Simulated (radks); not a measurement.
Results of a calculation; reference values are marked as such.
Task: The zirconium ion Zr2+ is in [Kr] 4d(3/2: 2, 5/2: 0). Code: a radial shooting solver on a logarithmic mesh with Libxc functionals. Model: Dirac Kohn-Sham, PBE, spin-unpolarised, spherical densities, finite nucleus; Fermi nuclear charge, rms radius of each element as measured or else 0.836 A^(1/3) + 0.57 fm. Sub-shells are occupied by j as written (lower j first in brackets). One electron is removed from 4d3/2, 4p1/2, 4s1/2, 4p3/2 in turn, with full relaxation. Which removal costs least, and what does each cost?

Result: 4d3/2 22.697 eV; 4p3/2 53.220 eV; 4p1/2 55.106 eV; 4s1/2 76.441 eV. The 4d3/2 electron leaves first.
